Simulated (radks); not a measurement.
Polarisability of the titanium ion Ti+, [Ar] 3d2 4s1, at imaginary frequency. All-electron calculation, non-relativistic Kohn-Sham, LDA (Slater exchange, Perdew-Wang correlation), spin-polarised, spherical densities, point nucleus; open shells are filled with parallel spins first. Program: a radial shooting solver on a logarithmic mesh with Libxc functionals. Response by self-consistent Sternheimer equations with the Hartree and adiabatic LDA kernel.

w (hartree)  alpha1(iw) (bohr^3)
0.00266                    43.71
0.0143                     43.41
0.0360                     41.79
0.0697                     37.35
0.118                      29.67
0.186                      20.86
0.280                      13.57
0.413                      8.632
0.605                      5.538
0.892                      3.566
1.35                       2.216
2.12                       1.239
3.59                      0.5697
6.94                      0.1951
17.5                     0.04140

Static values: alpha1 = 43.72 bohr^3 (6.479 angstrom^3; uncoupled 60.32). C6 = 269.6, triple-dipole C9 = 8288 atomic units. One-pole (London) frequency 4 C6 / (3 alpha1^2) = 0.188 hartree, against 0.406 for minus the highest occupied eigenvalue. The dipole shielding factor is 0.954, as the force sum rule N/Z = 0.955 demands.
